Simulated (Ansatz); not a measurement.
C$_{4}$H$_{9}$B (`BC(=C)CC`), relaxed with RKS PBE-D4/def2-SVP in the Gaussian-basis code of Ansatz from a rough embedded geometry. The force threshold is 0.03 eV/Å; the program also tests the step.

Charge 0, multiplicity 1.

Start:

```xyz
14

B     0.058    1.766    0.716
C     0.342    0.275    0.586
C     0.388   -0.495    1.689
C     0.569   -0.320   -0.846
C    -0.820   -0.855   -1.341
H    -0.100    2.501   -0.241
H    -0.134    2.293    1.777
H     0.650   -1.547    1.557
H     0.306   -0.052    2.692
H     0.940    0.449   -1.479
H     1.258   -1.150   -0.736
H    -1.192   -1.620   -0.666
H    -0.709   -1.251   -2.327
H    -1.556    0.006   -1.381
```

```csv
step,energy (eV),largest force (eV/Å),largest move (Å)
1,-4958.9544,3.410,0.000
2,-4958.9751,1.923,0.181
3,-4959.1906,0.788,0.095
4 (rejected),-4959.0544,1.889,0.200
5,-4959.2357,0.199,0.100
6,-4959.2443,0.084,0.100
7,-4959.2494,0.176,0.091
8,-4959.2519,0.123,0.062
9,-4959.2520,0.093,0.048
10,-4959.2532,0.043,0.014
11,-4959.2534,0.014,0.011
```

End:

```xyz
14

B    -0.140    1.697    0.713
C     0.352    0.231    0.597
C     0.635   -0.433    1.753
C     0.510   -0.441   -0.753
C    -0.839   -0.705   -1.437
H    -0.361    2.373   -0.279
H    -0.292    2.197    1.813
H     1.013   -1.474    1.761
H     0.504    0.052    2.734
H     1.122    0.214   -1.412
H     1.073   -1.395   -0.649
H    -1.465   -1.394   -0.833
H    -0.701   -1.159   -2.439
H    -1.412    0.237   -1.569
```

Run time 14 s (4 threads of an Arm Neoverse V1 on a shared host); peak host memory 0.15 GiB.
